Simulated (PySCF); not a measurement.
HF$_{5}$OW, charge -1, doublet, geometry from GFN2-xTB (such geometries of metal compounds can be far from the true shape) (the multiplicity is a formal guess) (core potentials on W). Base run: DF-B3LYP/def2-SV(P) (PySCF).

Here is a job for PySCF.
```python
from pyscf import gto, scf, dft

mol = gto.Mole()
mol.atom = '''
    W     0.00505346   -0.01037942    0.00239988
    F    -0.80375424    1.65085138   -0.38170169
    F     1.53224584    0.98657810    0.83391000
    F     0.91685744    0.08254296   -1.78019062
    F    -0.95289235   -0.00852994    1.76307770
    F    -1.56828075   -0.91256508   -0.85102292
    O     0.78841096   -1.61933741    0.37441518
    H     1.20117308   -2.46712009    0.57043530
'''
mol.basis = 'def2-sv(p)'
mol.ecp = {'W': 'def2-sv(p)'}
mol.charge = -1
mol.spin = 1
mol.verbose = 4
mol.build()

mf = dft.UKS(mol)
mf.xc = 'b3lyp'
mf = mf.density_fit(auxbasis='def2-universal-jkfit')
mf.kernel()
```

Each row names what was changed in the base input (with any setting that the change needs).

```tsv
change	ΔE vs base (mEh)	grid points	electrons on the grid	outcome
base	0.000	119512	69.00004	converged
grids.radi_method = delley	0.000	124744	69.00004	converged
grids.atom_grid = (150, 974)	0.041	636000	69.00000	converged
grids.level = 1	-0.096	43088	69.00017	converged
grids.prune = dft.gen_grid.sg1_prune	-	-	-	input refused
grids.becke_scheme = stratmann	0.024	119512	69.00002	converged
grids.radi_method = mura_knowles	0.001	112776	69.00004	converged
grids.level = 0	72.121	10400	68.98105	converged
grids.level = 5	0.039	337264	69.00000	converged
small_rho_cutoff = 0	0.000	119512	69.00004	converged
grids.atom_grid = (75, 302)	0.025	114096	69.00003	converged
```

Open shells are given as the SCF converged; they aren't shown to be the lowest states, and a large step between rows can be another state.

- grids.prune = dft.gen_grid.sg1_prune: ended with `IndexError: index 74 is out of bounds for axis 0 with size 19`
